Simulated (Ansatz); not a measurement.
Reaction (substitution at a C–B bond): `CCB(N)Cl` + `C[NH][InH][Cl]` → `CC[N](C)[InH][Cl]` + `NBCl`

Gas-phase electronic energies from Ansatz, PBE0-D4/def2-TZVP geometries. CCSD(T)/CBS is the MP2 limit (def2-TZVPP, def2-QZVPP) plus CCSD(T) − MP2 in def2-TZVPP, frozen cores. DFT in def2-TZVPP. Elements past krypton have def2 core potentials. For In outer-core shells are correlated without core-valence functions, which leaves a few kJ/mol of doubt a bond. Each species was taken in one conformer, which may not be the lowest.

```
        level  ΔE (kJ/mol)
      PBE0-D4         60.6
MP2/CBS(def2)         57.6
```

Problem. What does CCSD(T)/CBS give? (Estimate.)

Solution. Computed: +56.7 kJ/mol. The listed levels differ from it by 3.9, 0.9 kJ/mol.

Largest T1 diagnostic among the species: 0.015.

In def2-TZVPP, CCSD(T) changes the Hartree–Fock value by −9.1 kJ/mol (the triples alone add −2.6 kJ/mol) and MP2 by −8.2 kJ/mol. The D4 term adds −3.9 kJ/mol with B3LYP and −2.2 kJ/mol with PBE0; it sums over pairs of atoms, weighted by their polarisabilities, and B3LYP, whose exchange is more repulsive, gets the larger term. From PBE to PBE0 (25 % exact exchange), in def2-TZVPP and without D4, ΔE moves by +3.4 kJ/mol.

CCSD(T)/CBS has its own doubt, a few kJ/mol and more with outer-core shells, so smaller differences from it don't rank the levels.

B3LYP here is the variant with VWN-RPA as its local correlation; programs differ in this.
